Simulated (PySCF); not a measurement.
**Computed vibrations of Pb(SH)4**

Pb(SH)4 (singlet). PySCF 2.14.0, RKS PBE0, Pb def2-SVP with ECP60, S def2-SVP, H def2-SVP; non-relativistic Hamiltonian with scalar-relativistic core potentials where named; density fitting; no spin-orbit coupling. Central differences of gradients.

```xyz
9

Pb    0.0000    0.0000    0.0000
S     1.4544    1.5473    1.3379
H     2.4164    0.6058    1.4711
S    -1.4544   -1.5473    1.3379
H    -2.4164   -0.6058    1.4711
S     1.5473   -1.4544   -1.3379
H     0.6058   -2.4164   -1.4711
S    -1.5473    1.4544   -1.3379
H    -0.6058    2.4164   -1.4711
```

Run from Python with OMP_NUM_THREADS=2. Where DIIS fails, smearing, a level shift and second-order steps follow.
It took 4 min on 2 threads of Arm Neoverse V1, with other jobs on the host.

What are the harmonic wavenumbers and infrared intensities?

Negative numbers are unstable modes, those under 60 cm⁻¹ near the noise; a finer grid moves soft modes by up to 10 cm⁻¹.
```
cm⁻¹  km/mol  symmetry
 -55       –          
  61     7.9          
  79     3.8          
  79     3.9          
  84     0.0          
  93     2.4          
 128    13.7          
 130    13.6          
 147    51.7          
 293     0.0          
 320    28.4          
 321    31.5          
 321    31.5          
 644     0.0          
 678    12.0          
 678    12.0          
 686     2.5          
2710     4.2          
2710     4.2          
2711     3.8          
2711     0.3
```

Is this a minimum?

Probably not: 1 unstable, though so soft as to be near the noise; the lowest moves the atoms so:
```
Pb   0.00  0.00  0.00
S    0.01  0.00 -0.01
H    0.21  0.15 -0.43
S   -0.01  0.00 -0.01
H   -0.21 -0.15 -0.43
S    0.00 -0.01  0.01
H    0.15 -0.21  0.42
S    0.00  0.01  0.01
H   -0.15  0.21  0.42
```
